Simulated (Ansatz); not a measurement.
Method: Ansatz (an electronic-structure program) with r2SCAN-D4/def2-TZVP. No frequencies were computed at this level.

Ansatz 0.2 input:
```yaml
crystal:
  periodic: [false, false, false]
  atoms:
    - { symbol: C, position_ang: [-1.33348, 0.09045, -0.308614] }
    - { symbol: O, position_ang: [-0.01449, -0.183487, -0.661568] }
    - { symbol: Si, position_ang: [1.32798, -0.108075, 0.243123] }
    - { symbol: H, position_ang: [-1.443424, 1.126749, 0.021845] }
    - { symbol: H, position_ang: [-1.960292, -0.072512, -1.18681] }
    - { symbol: H, position_ang: [-1.668355, -0.568429, 0.496955] }
    - { symbol: H, position_ang: [2.296193, -0.517448, -0.759163] }
    - { symbol: H, position_ang: [1.547956, 1.246972, 0.760256] }
    - { symbol: H, position_ang: [1.247912, -1.014221, 1.393974] }
basis:
  gaussian: { orbitals: def2-tzvp }
hamiltonian:
  xc: r2scan
  dispersion: d4
relax:
  max_steps: 150
```

Output:

```
Functional definition: r2SCAN
847 factors; their error is unknown
mean field evaluation 1: about -11052.8497 eV, gradient 5.6e1 eV
mean field evaluation 2: about -11037.9769 eV, gradient 1.0e2 eV
mean field evaluation 4: about -11058.8854 eV, gradient 6.0e0 eV
mean field evaluation 8: about -11058.9585 eV, gradient 5.8e-2 eV
mean field evaluation 16: about -11058.9387 eV, gradient 1.2e-5 eV
mean field -11058.93873902 eV, -406.4085026411 hartree, gradient 1.3e-5 eV, S^2 0.000000; 0 other end points of the search recorded, 0 dependent functions left out
reference -11058.93875145 eV, -406.4085030977 hartree; 17, 17 occupied and 118, 118 virtual orbitals, 847 factors
relax step   1: F+E_penalty+E_count = -11058.97028164 eV  Δ(F+E_penalty+E_count) = +0.000e0 eV  max|allowed force component| = 7.281e-1 eV/Å  Δτ_max = 0.0000 Å  (26 SCF iters, accepted)
these checks for a lower state are left out or cut short: starts, cluster_reference, orbital_swaps, neighbouring_geometries, increment
847 factors; their error is unknown
mean field -11059.01187942 eV, -406.4111905012 hartree, gradient 1.5e-5 eV, S^2 0.000000; 0 other end points of the search recorded, 0 dependent functions left out
reference -11059.01189194 eV, -406.4111909614 hartree; 17, 17 occupied and 118, 118 virtual orbitals, 847 factors
relax step   2: F+E_penalty+E_count = -11059.04333228 eV  Δ(F+E_penalty+E_count) = -7.305e-2 eV  max|allowed force component| = 3.497e-1 eV/Å  Δτ_max = 0.1117 Å  (30 SCF iters, accepted)
these checks for a lower state are left out or cut short: starts, cluster_reference, orbital_swaps, neighbouring_geometries, increment
847 factors; their error is unknown
mean field -11059.02251287 eV, -406.4115812732 hartree, gradient 1.4e-5 eV, S^2 0.000000; 0 other end points of the search recorded, 0 dependent functions left out
reference -11059.02252538 eV, -406.4115817332 hartree; 17, 17 occupied and 118, 118 virtual orbitals, 847 factors
relax step   3: F+E_penalty+E_count = -11059.05397147 eV  Δ(F+E_penalty+E_count) = -1.064e-2 eV  max|allowed force component| = 2.498e-1 eV/Å  Δτ_max = 0.0503 Å  (30 SCF iters, accepted)
these checks for a lower state are left out or cut short: starts, cluster_reference, orbital_swaps, neighbouring_geometries, increment
847 factors; their error is unknown
mean field evaluation 32: about -11059.0212 eV, gradient 2.9e0 eV
mean field -11059.03122432 eV, -406.4119014132 hartree, gradient 1.9e-5 eV, S^2 0.000000; 0 other end points of the search recorded, 0 dependent functions left out
reference -11059.03123677 eV, -406.4119018705 hartree; 17, 17 occupied and 118, 118 virtual orbitals, 847 factors
relax step   4: F+E_penalty+E_count = -11059.06276096 eV  Δ(F+E_penalty+E_count) = -8.789e-3 eV  max|allowed force component| = 1.129e-1 eV/Å  Δτ_max = 0.0477 Å  (30 SCF iters, accepted)
these checks for a lower state are left out or cut short: starts, cluster_reference, orbital_swaps, neighbouring_geometries, increment
847 factors; their error is unknown
mean field -11059.03370989 eV, -406.4119927563 hartree, gradient 1.7e-5 eV, S^2 0.000000; 0 other end points of the search recorded, 0 dependent functions left out
reference -11059.03372228 eV, -406.4119932114 hartree; 17, 17 occupied and 118, 118 virtual orbitals, 847 factors
relax step   5: F+E_penalty+E_count = -11059.06531166 eV  Δ(F+E_penalty+E_count) = -2.551e-3 eV  max|allowed force component| = 7.117e-2 eV/Å  Δτ_max = 0.0388 Å  (29 SCF iters, accepted)
these checks for a lower state are left out or cut short: starts, cluster_reference, orbital_swaps, neighbouring_geometries, increment
847 factors; their error is unknown
mean field -11059.03390200 eV, -406.4119998160 hartree, gradient 1.5e-5 eV, S^2 0.000000; 0 other end points of the search recorded, 0 dependent functions left out
reference -11059.03391438 eV, -406.4120002710 hartree; 17, 17 occupied and 118, 118 virtual orbitals, 847 factors
relax step   6: F+E_penalty+E_count = -11059.06550552 eV  Δ(F+E_penalty+E_count) = -1.939e-4 eV  max|allowed force component| = 2.582e-2 eV/Å  Δτ_max = 0.0051 Å  (31 SCF iters, accepted)
these checks for a lower state are left out or cut short: starts, cluster_reference, orbital_swaps, neighbouring_geometries, increment
847 factors; their error is unknown
mean field -11059.03397861 eV, -406.4120026313 hartree, gradient 1.5e-5 eV, S^2 0.000000; 0 other end points of the search recorded, 0 dependent functions left out
reference -11059.03399099 eV, -406.4120030864 hartree; 17, 17 occupied and 118, 118 virtual orbitals, 847 factors
relax step   7: F+E_penalty+E_count = -11059.06558061 eV  Δ(F+E_penalty+E_count) = -7.509e-5 eV  max|allowed force component| = 3.420e-3 eV/Å  Δτ_max = 0.0026 Å  (31 SCF iters, accepted)
847 factors; their error is unknown
mean field evaluation 64: about -11059.0340 eV, gradient 3.5e-3 eV
mean field -11059.03397861 eV, -406.4120026313 hartree, gradient 1.5e-5 eV, S^2 0.000000; 1 other end points of the search recorded, 0 dependent functions left out
reference -11059.03399099 eV, -406.4120030864 hartree; 17, 17 occupied and 118, 118 virtual orbitals, 847 factors
Total energy: -11059.06559299 eV, -406.4131644386 hartree
Atom 0 at    -1.327180     0.093030    -0.296425 Å, force     0.003420     0.000365     0.002922 eV/Å
Atom 1 at    -0.028863    -0.215309    -0.781914 Å, force     0.000353    -0.000194    -0.000525 eV/Å
Atom 2 at     1.294927    -0.118930     0.188741 Å, force    -0.003116     0.001183     0.002744 eV/Å
Atom 3 at    -1.385985     1.131451     0.050807 Å, force    -0.000366     0.000188    -0.000004 eV/Å
Atom 4 at    -2.034493    -0.042695    -1.115570 Å, force    -0.001787    -0.000480    -0.002561 eV/Å
Atom 5 at    -1.611937    -0.571411     0.528061 Å, force    -0.000400    -0.000069     0.000067 eV/Å
Atom 6 at     2.454864    -0.506052    -0.643368 Å, force     0.000585    -0.000187    -0.000388 eV/Å
Atom 7 at     1.471819     1.264121     0.712768 Å, force     0.000752     0.000324    -0.001331 eV/Å
Atom 8 at     1.166848    -1.034204     1.356898 Å, force     0.000560    -0.001130    -0.000924 eV/Å
Dipole moment:    -0.185619     0.061710     0.132305 e Å
```

Cost: about 29 core-seconds (a rough figure).
